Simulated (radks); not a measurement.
Question: The mean radii <r> (bohr) of the occupied orbitals of an atom or ion are listed with their occupations. All-electron calculation, scalar-relativistic Kohn-Sham, r2SCAN, spin-unpolarised, spherical densities, finite nucleus; meta-GGA in the generalised Kohn-Sham scheme; Fermi nuclear charge, rms radius of each element as measured or else 0.836 A^(1/3) + 0.57 fm. Program: a radial shooting solver on a logarithmic mesh with Libxc functionals.

orbital  occ.      <r>
1s          2  0.09687
2s          2   0.4771
2p          6   0.4418
3s          2    1.707
3p          4    2.063

Name the element and its charge.

Answer: Z = 16, sulfur, charge 0: S in [Ne] 3s2 3p4. The 1s radius gives Z: for a bare nucleus <r> = (2 gamma + 1)/(2Z) with gamma = sqrt(1 - (Z/c)^2), 0.09332 bohr for Z = 16, and screening makes it slightly larger (0.09687 here). The occupations add up to 16, and the charge is Z minus that.
